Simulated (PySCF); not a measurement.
C3, SMILES [C]=C=[C] (connectivity only; charge and spin as stated), neutral, multiplicity 1. Coordinates come from a PBE0-D3(BJ)/def2-TZVP optimisation. The isomer is the one that the SMILES or the coordinates give; other isomers of the formula were not compared.

TDA-CAM-B3LYP/def2-TZVPD in PySCF puts the lowest singlet excitations at 3.69, 3.69, 3.73, 3.98, 3.98, 4.88 eV and the lowest triplet (TDA) at 2.25 eV.

**Question.** What are the lowest singlet roots from PySCF with EOM-CCSD/aug-cc-pVDZ? (The exact figures need the calculation; the answer reports its results.)

**Answer.** 3.40, 3.40, 4.00, 4.02, 4.02, 4.51 eV; triplets 2.22, 2.22, 3.05 eV. S1 differs by -0.29 eV (second minus first; roots are paired by order, and the bases may differ).
